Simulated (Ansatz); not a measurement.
Born–Oppenheimer molecular dynamics of C3H7NTe (12 atoms, charge 0, multiplicity 1). It starts at the highest image of a converged band. Of that band: A vibrational analysis at the climbing image gives one clearly imaginary mode, 344i cm⁻¹, and a faint second one (23i cm⁻¹) that may be numerical noise or a soft torsion: probably a first-order saddle point.

The calculation used RKS B3LYP-D4/def2-SVP (Ansatz).

```json
{
 "ensemble": "NVE (velocity Verlet)",
 "time step": "0.5 fs",
 "steps asked": "118",
 "starting velocities drawn for": "100 K",
 "seed": "9092"
}
```

First frame:

```xyz
12
Properties=species:S:1:pos:R:3
C -0.529 1.363 1.084
C -0.330 0.039 0.929
N 0.464 -0.758 1.715
Te -1.309 -1.009 -0.685
C 0.191 -0.423 -2.154
H -1.214 1.913 0.440
H -0.007 1.920 1.871
H 0.606 -1.731 1.493
H 0.932 -0.374 2.527
H 1.168 -0.826 -1.861
H -0.115 -0.840 -3.123
H 0.220 0.672 -2.202
```

(1) What does the run give?

(2) What happens to the structure?

(3) How do temperature and energy run in time?

## Answers

(1) The run went to its last step.

* steps done: 118
* time covered: 59 fs
* mean temperature over the second half: 49 K
* spread of the potential energy over the second half: 1.0 meV per atom
* mean potential energy of the second half above the start: 5.5 meV per atom

The conserved energy stayed within 0.052 meV per atom of its start (net change 0.03 meV per atom), so the integration is sound. A run of 0.059 ps of so small a system gives no equilibrium averages. The orbitals stay closed-shell, which can raise the energy where a bond breaks towards radicals; this wasn't checked here.

(2) The same pairs are bonded in the first frame and the last. Pairs count as bonded within 1.25 times the sum of covalent radii (0.12 Å more for H–H). Another seed would give other details.

(3) 
```tsv
time (fs)	T (K)	potential energy less start (eV)	conserved less start (meV/atom)
0	100	0.000	0.00
4.5	72	0.036	0.01
9	48	0.068	0.03
13.5	36	0.083	0.04
18	45	0.072	0.04
22.5	57	0.055	0.03
27	45	0.071	0.02
31.5	40	0.078	0.02
36	50	0.065	0.03
40.5	60	0.053	0.03
45	59	0.054	0.03
49.5	44	0.073	0.03
54	40	0.078	0.04
58.5	61	0.051	0.04
```

The run took 13 min on 2 threads of Arm Neoverse N1, on a shared host, peak memory 0.3 GiB.
